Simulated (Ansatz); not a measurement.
Reaction (atomization): `[Cl][Ge]([Cl])([Cl])[Cl]` → 4 Cl• + Ge•

Isolated molecules relaxed with PBE0-D4/def2-TZVP in Ansatz; ΔE leaves out vibrations. CCSD(T)/CBS adds triple-zeta CCSD(T) − MP2 to the extrapolated MP2 energy (def2 sets, frozen cores). This one scheme is used for every species, atoms too. DFT in def2-TZVPP. HSE06 is defined as in plane-wave codes. No spin–orbit coupling; open shells (•) take unrestricted orbitals. Spin–orbit coupling would lower the free atoms: a little for Cl; clearly for Ge. For Ge outer-core shells are correlated without core-valence functions, so the limit isn't a true one: a few kJ/mol of doubt a bond, and 10 to 20 or more in all where bonds break to atoms. Scalar relativity is left out up to krypton.

`[Cl][Ge]([Cl])([Cl])[Cl]`:

```xyz
5

Cl    0.243    1.003    1.847
Ge    0.000    0.000    0.000
Cl   -0.409   -2.045    0.357
Cl   -1.610    0.866   -1.067
Cl    1.776    0.176   -1.137
```

(1) What is ΔE at CCSD(T)/CBS? (An estimate is asked.)

(2) What do these levels give: PBE-D4, PBE0-D4, CAM-B3LYP-D4, ωB97X-V, ωB97M-V, PBE, BLYP, r2SCAN, r2SCAN0, HSE06, MP2/def2-SVP, CCSD(T)/def2-TZVPP? (An estimate is asked.)

Largest T1 diagnostic among the species: 0.009.

Answers

(1) Computed: +14.54 eV.

(2) Computed: PBE-D4 14.90, PBE0-D4 14.65, CAM-B3LYP-D4 14.06, ωB97X-V 14.69, ωB97M-V 14.57, PBE 14.65, BLYP 13.43, r2SCAN 14.75, r2SCAN0 14.37, HSE06 14.45, MP2/def2-SVP 13.70, CCSD(T)/def2-TZVPP 14.08 eV.

The D4 term adds +0.42 eV with B3LYP and +0.22 eV with PBE0; it sums over pairs of atoms, weighted by their polarisabilities, and B3LYP, whose exchange is more repulsive, gets the larger term. At CCSD(T), def2-SVP lies −1.54 eV from the extrapolated value and def2-TZVPP −0.46 eV: correlation converges slowly with the basis, and small sets miss more of it in the bonded molecule than in its fragments.

B3LYP here is the variant with VWN-RPA as its local correlation; programs differ in this.

For atomizations the MP2-based limit and the directly extrapolated one differ by several kJ/mol either way, and by 10 to 25 for some Ge, Se and Sn compounds, so smaller differences from it don't rank the levels.
